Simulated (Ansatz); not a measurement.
Cost and result for the atomization energy of CH$_{6}$N$_{2}$SSn (11 atoms, 10 bonds).

```xyz
11

N     0.3843    0.3030   -2.0890
Sn   -0.0789    1.5360   -0.4967
S     1.8495    0.8717    0.9472
C    -0.9332   -1.1038    1.3545
N    -1.1399   -0.4565    0.2927
H     1.2568   -0.2074   -2.0360
H     0.3458    0.7595   -2.9909
H     1.7338    1.9438    1.7456
H    -1.4227   -2.0543    1.5717
H    -0.2162   -0.7018    2.0700
H    -1.7792   -0.8903   -0.3692
```

The species carries charge 0 and has multiplicity 1. Correlated methods include outer-core shells of Sn, which these sets cover unevenly. Sn takes the def2 core potential. The bonds changed during the relaxation, so this is another structure than the one it started from. The structure was optimised at the PBE0-D4/def2-TZVP level. It is one conformer, not always the lowest. Program: Ansatz. All runs use 4 threads of an Arm Neoverse V1 on a shared host. Times are those of one run each, without the atoms' runs, and a repeat can differ threefold. Electronic energies, without spin–orbit coupling; frozen cores. CCSD(T)/CBS adds CCSD(T) − MP2 in def2-TZVPP to the MP2 limit, and its time is that of the two runs behind it. T1 = 0.015. With those shells the extrapolation isn't a true limit. B3LYP takes the VWN-RPA correlation (the form of Gaussian; ORCA's B3LYP/G).

CCSD(T)/CBS is a level of theory with its own doubt, some kJ/mol a heavy atom from the limit and from the frozen cores, so smaller differences don't rank the functionals.

| level | functions | wall time | atomization (kJ/mol) | difference from CCSD(T)/CBS | per bond |
| --- | --- | --- | --- | --- | --- |
| LDA (SPW92)/def2-TZVPP | 269 | 1.7 s | 4255.8 | 570.5 | 57.1 |
| BHLYP-D4/def2-TZVPP | 269 | 4.7 s | 3538.9 | -146.4 | -14.6 |
| r2SCAN-D4/def2-TZVPP (with forces) | 269 | 6.5 s | 3652.0 | -33.3 | -3.3 |
| B3LYP-D4/def2-TZVPP (with forces) | 269 | 7 s | 3690.7 | 5.4 | 0.5 |
| r2SCANh-D4/def2-TZVPP | 269 | 7.5 s | 3617.1 | -68.2 | -6.8 |
| PBE-QIDH/def2-TZVPP | 269 | 8.5 s | 3597.5 | -87.8 | -8.8 |
| B2PLYP/def2-TZVPP | 269 | 8.5 s | 3623.0 | -62.3 | -6.2 |
| B97M-V/def2-TZVPP | 269 | 13 s | 3683.9 | -1.4 | -0.1 |
| CCSD(T)/def2-SVP | 116 | 13 s | 3363.8 | -321.5 | -32.2 |
| ωB97M-V/def2-TZVPP (with forces) | 269 | 16 s | 3683.9 | -1.4 | -0.1 |
| MP2/def2-QZVPP | 503 | 35 s | 3666.4 | -18.9 | -1.9 |
| CCSD(T)/def2-TZVPP | 269 | 7.1 min | 3544.5 | -140.8 | -14.1 |
| CCSD(T)/CBS(def2) | – | 7.7 min | 3685.3 | 0.0 | 0.0 |

From PBE to PBE0 (25 % exact exchange), in def2-TZVPP and without D4, the atomization energy moves by −106.3 kJ/mol: exact exchange takes away binding that semilocal exchange gives to molecules. In def2-TZVPP, CCSD(T) changes the Hartree–Fock value by +1140.3 kJ/mol (the triples alone add +75.6 kJ/mol) and MP2 by +1178.2 kJ/mol; breaking electron pairs costs correlation energy, which Hartree–Fock lacks. At CCSD(T), def2-SVP lies −321.5 kJ/mol from the extrapolated value and def2-TZVPP −140.8 kJ/mol: correlation converges slowly with the basis, and small sets miss more of it in the bonded molecule than in its fragments.

Spin–orbit coupling would lower the free Sn atoms strongly, and the atomization energy with them, by more than many differences here. For some Ge, Se and Sn compounds the MP2-based and the directly extrapolated limit differ by 10 to 25 kJ/mol.
